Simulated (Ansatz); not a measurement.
Cd5CuS4I4. The state is a doublet with charge 0. Geometry PBE-D4/def2-SVP; atoms count from 1.

```xyz
14

Cu   -0.104   -0.829    2.018
Cd   -2.513   -0.089   -0.129
Cd    1.074    1.782   -0.083
Cd    2.875   -0.439    1.229
Cd   -0.024    0.250   -2.619
Cd    0.567   -2.102   -0.420
S    -0.841    1.193    1.434
S     1.529   -2.409    1.903
S    -1.352   -1.693   -1.937
S     2.262   -0.234   -1.326
I    -2.484   -1.952    2.139
I    -4.477    1.263   -1.387
I     3.384    2.240    1.733
I     0.103    3.020   -2.556
```

In the def2 sets Cd, I take a core potential; there is no spin–orbit coupling. Single mean-field runs in def2-TZVP are fitted with def2-universal-jkfit.

Question: Estimate the Mulliken populations from the PBE0/def2-TZVP orbitals of Ansatz.

Answer: 
| atom | charge (e) | spin (α − β) | d electrons |
| --- | --- | --- | --- |
| Cu1 | 0.02 | 0.33 | 9.67 |
| Cd2 | 0.72 | -0.01 | 10.04 |
| Cd3 | 0.68 | 0.01 | 10.04 |
| Cd4 | 0.71 | 0.01 | 10.02 |
| Cd5 | 0.69 | 0.00 | 10.02 |
| Cd6 | 0.69 | 0.00 | 10.01 |
| S7 | -0.46 | 0.26 | – |
| S8 | -0.49 | 0.05 | – |
| S9 | -0.60 | 0.00 | – |
| S10 | -0.72 | 0.00 | – |
| I11 | -0.17 | 0.33 | – |
| I12 | -0.44 | 0.00 | – |
| I13 | -0.33 | 0.00 | – |
| I14 | -0.30 | 0.02 | – |
Mulliken values depend strongly on the basis.

Question: Where does the spin sit?

Answer: Summed by element: Cu 0.33, Cd 0.00, S 0.31, I 0.35, of 1 unpaired in all. Largest on single atoms: I11 0.33, Cu1 0.33, S7 0.26.

Question: And the Mayer bond orders between heavy atoms (over 0.3)?

Answer: Cu1–S7 0.92 (2.23 Å); Cu1–S8 0.77 (2.28 Å); Cu1–I11 0.70 (2.63 Å); Cd2–S7 0.42 (2.62 Å); Cd2–S9 0.42 (2.68 Å); Cd2–I11 0.32 (2.93 Å); Cd2–I12 0.81 (2.70 Å); Cd3–S7 0.62 (2.51 Å); Cd3–S10 0.51 (2.65 Å); Cd3–I13 0.38 (2.97 Å); Cd3–I14 0.43 (2.93 Å); Cd4–S8 0.73 (2.48 Å); Cd4–S10 0.45 (2.64 Å); Cd4–I13 0.64 (2.77 Å); Cd5–S9 0.81 (2.45 Å); Cd5–S10 0.40 (2.67 Å); Cd5–I14 0.62 (2.77 Å); Cd6–S8 0.58 (2.53 Å); Cd6–S9 0.73 (2.48 Å); Cd6–S10 0.44 (2.68 Å).
